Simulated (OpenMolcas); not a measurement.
# Mo2+: effect of the active space

- Program: OpenMolcas
- Method: CASSCF or its RAS form
- Basis: ANO-RCC-VDZP
- Scalar Hamiltonian: DKH2, point nucleus
- Spin-orbit coupling: RASSI with atomic mean-field integrals over the reference wave functions, term energies averaged over their components

A. 4 electrons in 5 orbitals (4d); 2S+1 = 5 even, 5 roots; 2S+1 = 3 even, 45 roots; 2S+1 = 1 even, 50 roots; cost roughly 30 core-seconds
B. 4 electrons in 6 orbitals (4d 5s); 2S+1 = 5 even, 15 roots; 2S+1 = 3 even, 95 roots; 2S+1 = 1 even, 90 roots; cost roughly 80 core-seconds
C. 4 electrons in 9 orbitals (RAS2 4d 5s; RAS3 5p, at most 2 electrons); 2S+1 = 5 even, 15 roots; 2S+1 = 3 even, 90 roots kept (CI in the orbitals of an earlier block); 2S+1 = 1 even, 90 roots kept (CI in the orbitals of an earlier block, 85 in the spin-orbit step); 2S+1 = 5 odd, 30 roots (21 in the spin-orbit step); 2S+1 = 3 odd, 84 roots kept (CI in the orbitals of an earlier block, 5 in the spin-orbit step); 2S+1 = 1 odd, 89 roots kept (CI in the orbitals of an earlier block, 0 in the spin-orbit step); cost about 110 core-seconds

Energies in cm⁻¹ above 4d⁴ ⁵D₀, the measured ground level; measured values from Sugar and Musgrove, J. Phys. Chem. Ref. Data 17, 155 (1988).

```tsv
Level	A	B	C	Measured
4d⁴ ⁵D₀	0.0	0.0	0.0	0.0
4d⁴ ⁵D₁	231	254	252	242
4d⁴ ⁵D₂	654	709	706	668
4d⁴ ⁵D₃	1222	1311	1308	1224
4d⁴ ⁵D₄	1901	2018	2018	1872
4d⁴ ³H₄	15371	14597	15867	12680
4d⁴ ³P₀(1)	15678	13819	14708	11149
4d⁴ ³H₅	15884	15155	16452	13276
4d⁴ ³H₆	16375	15668	16993	13811
4d⁴ ³P₁(1)	16954	15111	16053	12510
4d⁴ ³F₃(1)	17818	16619	17720	13948
4d⁴ ³F₂(1)	17913	16599	17684	13929
4d⁴ ³F₄(1)	18075	16901	18020	14296
4d⁴ ³P₂(1)	18905	17115	18130	14358
4d⁴ ³G₃	19714	18823	20061	15871
4d⁴ ³G₄	20120	19273	20537	16283
4d⁴ ³G₅	20435	19676	20957	16714
4d⁴ ¹I₆	23608	22724	24643	20290
4d⁴ ³D₃	24842	24000	25176	19488
4d⁴ ³D₂	24994	24071	25268	19577
4d⁴ ¹G₄(1)	25241	24224	25808	20612
4d⁴ ³D₁	25258	24430	25618	
4d⁴ ¹S₀(1)	28853	27947	29272	22990
4d⁴ ¹D₂(1)	30490	27853	29561	22806
```

Deviations, from unrounded energies. A percentage is the sum of absolute deviations over the sum of measured energies, with the sign that they share, or ± where signs differ.

```csv
Against measurement,Levels,A,B,C
mean absolute deviation (cm-1),22,3500,2500,3600
fine structure of the ground term (%),4,±1.4,+7.1,+6.9
other terms of the ground configuration (%),18,+26.0,+18.9,+26.6
```

B lies closest to measurement on these levels and C furthest from it. The largest miss of B in the table is 4d⁴ ¹D₂(1), by +5000 cm-1. The ranking rests on the paired levels alone, and a cruder setting can come out closer through cancelling errors.

Among A to C the level of the table that moves most is 4d⁴ ¹D₂(1), by 2600 cm-1 (lowest in B, highest in A).

Without dynamic correlation excited terms often stand tens of per cent too high (terms of higher spin than the ground term too low), and those without a measured partner can miss by more than the paired ones. Some levels mix across a computed gap that differs much from the measured one, so their mixing is not that of the real levels. Levels of configurations with an s electron are missing; early in the row they begin among the upper levels of the d shell and mix with terms of their name (holds for A). Some high roots are left out of the spin-orbit mixing, which shifts the levels that they would mix with (holds for C). Terms from blocks run as CI alone lack orbitals of their own (holds for C). Configurations are named by rounded mean occupations; where the s occupation lies near a half they are strongly mixed, a name can repeat and a true partner stay unpaired (holds for C). Computed and measured levels are paired by configuration, term and J; levels that our copy of the source lacks, or whose pairing is in doubt (as where it misses far off the trend of its configuration), stay unpaired and out of the deviations. Levels of configurations outside the active space are missing. Levels that lie high or do not pair safely by name in every column are left out.

A number in round brackets counts repeated terms of one configuration in the order of the reference energies.
